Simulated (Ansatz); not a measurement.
Consider the ligand exchange at a B–N bond: `C=NB(F)[SiH3]` + HBr → `FB([SiH3])Br` + `C=N`.

Gas-phase electronic energies from Ansatz, PBE0-D4/def2-TZVP geometries. CBS: MP2 limit from def2 TZ/QZ plus the TZ coupled-cluster correction, frozen cores. This one scheme is used for every species. DFT in def2-TZVPP. For Br outer-core shells are correlated without core-valence functions, which leaves a few kJ/mol of doubt a bond. Scalar relativity is left out up to krypton. One conformer a species, not always the lowest.

Task: Is it downhill or uphill in electronic energy at CCSD(T)/CBS, and by how much? (An estimate is asked.)

Result: Ansatz gave: Nearly level: ΔE = +0.03 eV.

Task: What do these levels give: r2SCAN-D4, B2PLYP, PBE, SCS-MP2/def2-TZVPP, MP2/CBS(def2), CCSD/CBS(def2)? (Estimate.)

Result: Computed: r2SCAN-D4 0.15, B2PLYP 0.12, PBE 0.18, SCS-MP2/def2-TZVPP 0.03, MP2/CBS(def2) 0.02, CCSD/CBS(def2) 0.03 eV.

Largest T1 diagnostic among the species: 0.015.

From PBE to PBE0 (25 % exact exchange), in def2-TZVPP and without D4, ΔE moves by −0.04 eV.
